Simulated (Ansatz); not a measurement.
Calculated with Ansatz (gas phase, PBE0-D4/def2-TZVP geometries, no zero-point term in ΔE). CCSD(T)/CBS is the MP2 limit (def2-TZVPP, def2-QZVPP) plus CCSD(T) − MP2 in def2-TZVPP, frozen cores. This one scheme is used for every species, atoms too. Functionals use def2-TZVPP. B3LYP here is the variant with VWN-RPA as its local correlation; programs differ in this. No spin–orbit coupling; open shells (•) take unrestricted orbitals. Spin–orbit coupling would lower the free atoms: a little for C, Cl, S, Si. One conformer a species, not always the lowest.

Reaction (atomization): `C[SiH2]S[SiH](C)Cl` → 2 C• + Cl• + 9 H• + S• + 2 Si•

`C[SiH2]S[SiH](C)Cl`:

Cartesian coordinates in Å:
```
C -1.551 -1.205 1.878
Si 0.078 -1.247 0.983
S 1.129 0.621 1.173
Si 0.498 1.604 -0.600
C 1.211 0.871 -2.146
Cl -1.563 1.577 -0.778
H -2.047 -2.178 1.807
H -2.205 -0.447 1.444
H -1.401 -0.970 2.934
H -0.110 -1.555 -0.460
H 0.984 -2.265 1.575
H 0.899 3.019 -0.425
H 0.873 1.435 -3.019
H 0.903 -0.169 -2.265
H 2.302 0.909 -2.102
```

| level | ΔE (kJ/mol) | difference from CCSD(T)/CBS |
| --- | --- | --- |
| ωB97X-V | 5312.2 | 24.5 |
| PBE | 5263.7 | -24.0 |
| r2SCAN | 5289.8 | 2.1 |
| B3LYP | 5189.0 | -98.7 |
| SCS-MP2/def2-TZVPP | 5186.0 | -101.7 |
| CCSD(T)/def2-TZVPP | 5147.7 | -140.0 |
| HF/def2-QZVPP | 4016.1 | -1271.6 |
| SCS-MP2/def2-QZVPP | 5277.6 | -10.1 |
| HF/CBS(def2) | 4017.1 | -1270.6 |
| CCSD/CBS(def2) | 5222.1 | -65.6 |
| CCSD(T)/CBS | 5287.7 | 0 |

Largest T1 diagnostic among the species: 0.012.

In def2-TZVPP, CCSD(T) changes the Hartree–Fock value by +1137.7 kJ/mol (the triples alone add +65.7 kJ/mol) and MP2 by +1184.6 kJ/mol; breaking electron pairs costs correlation energy, which Hartree–Fock lacks. The D4 term adds +74.9 kJ/mol with B3LYP and +40.1 kJ/mol with PBE0; it sums over pairs of atoms, weighted by their polarisabilities, and B3LYP, whose exchange is more repulsive, gets the larger term.

For atomizations the MP2-based limit and the directly extrapolated one differ by several kJ/mol either way, and by 10 to 25 for some Ge, Se and Sn compounds, so smaller differences from it don't rank the levels.
